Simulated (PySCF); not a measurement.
**How methods differ on the fine-structure interval of Hf⁶³⁺**

Hf⁶³⁺ [He] 2s2 2p5 [2p1/2^2 2p3/2^3, M_J = 3/2] → Hf⁶³⁺ [He] 2s2 2p5 [2p1/2^1 2p3/2^4, M_J = 1/2], as a difference of total energies. Computed with PySCF 2.14 in an even-tempered Gaussian basis (17 s from 47 bohr⁻², ratio 2.4; 13 p from 60 bohr⁻², ratio 2.4; 5 d from 210 bohr⁻², ratio 2.6; 4 f from 310 bohr⁻², ratio 2.6), with the two-component X2C-1e Hamiltonian. Correlated levels: nothing frozen; the 30 highest virtual spinors dropped. "Screened" scales the spin-orbit matrix elements by Boettger's factors to mimic the two-electron term; Breit and QED terms are absent.

```
                    method  fine-structure interval (cm⁻¹)
 GHF (screened spin-orbit)                         9987000
GMP2 (screened spin-orbit)                         9988400
     GHF (bare spin-orbit)                        10304000
```
